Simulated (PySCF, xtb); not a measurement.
hydrogen bromide (BrH), SMILES Br.

GFN2-xTB run with xtb 6.7.1 at its own geometry gives an orbital gap of 7.07 eV and a dipole moment of 2.56 D.

Geometry: PBE-D3(BJ)/def2-TZVPD.

Q: What does M06-2X/def2-TZVPD in PySCF give? (Estimate from the structure and the level; the computed values follow.)

A: gap 10.13 eV (levels -10.03 and 0.10 eV), dipole 0.90 D.
